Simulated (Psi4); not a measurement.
C2H6In, charge +1, singlet, geometry from GFN2-xTB (such geometries of metal compounds can be far from the true shape) (all electrons, no relativity). Base run: HF/STO-3G (Psi4 1.11).

Here is a job for Psi4.
```
memory 2 GB

molecule {
1 1
In    0.00000000    0.00000000    0.00000000
C     1.76799887    0.26458391   -1.43355759
H     2.41242023   -0.60590237   -1.30508096
H     2.27064356    1.18959701   -1.14854782
H     1.35310159    0.31962734   -2.44071297
C    -1.76799887   -0.26458391    1.43355759
H    -2.25762428   -1.20072172    1.16255120
H    -2.42355682    0.59505423    1.28934408
H    -1.35498428   -0.29765450    2.44244647
}

set {
  basis sto-3g
  scf_type pk
}

energy('scf')
print_variables()
```

Each row names what was changed in the base input (with any setting that the change needs).

```tsv
change	ΔE vs base (mEh)	SCF cycles	basis functions	outcome
base	0.000	7	43	converged
level_shift = 1.0	0.000	7	43	converged
guess = sadno	0.000	8	43	converged
diis_max_vecs = 3	0.000	7	43	converged
diis_max_vecs = 15	0.000	7	43	converged
damping_percentage = 50	-	-	43	not converged
ints_tolerance = 1e-8	0.000	7	43	converged
puream = true	0.000	7	43	converged
scf_type = cd	1.750	7	43	converged
guess = core	0.000	11	43	converged
scf_initial_accelerator = ediis	0.000	7	43	converged
```
